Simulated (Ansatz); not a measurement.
Computed with Ansatz.

Basis-set series for CH$_{6}$ClInSi, SMILES `[CH3][In]([SiH3])[Cl]`. Charge 0, multiplicity 1. In takes the def2 core potential. Geometry: relaxed with PBE0-D4/def2-TZVP.

| functional | basis | functions | energy (Eh) | HOMO (eV) | LUMO (eV) |
| --- | --- | --- | --- | --- | --- |
| PBE0-D4 | def2-SVP | 106 | -981.00118 | -7.35 | -1.74 |
| PBE0-D4 | def2-QZVPP | 459 | -981.34214 | -7.43 | -1.86 |
| ωB97M-V | def2-SVP | 106 | -981.18391 | -9.34 | -0.10 |
| ωB97M-V | def2-QZVPP | 459 | -981.52716 | -9.45 | -0.32 |

**Question.** Give the rows for def2-TZVPP. (Estimate.)

**Answer.** The calculation gave: 
| functional | basis | functions | energy (Eh) | HOMO (eV) | LUMO (eV) |
| --- | --- | --- | --- | --- | --- |
| PBE0-D4 | def2-TZVPP | 249 | -981.31493 | -7.42 | -1.84 |
| ωB97M-V | def2-TZVPP | 249 | -981.50109 | -9.43 | -0.27 |
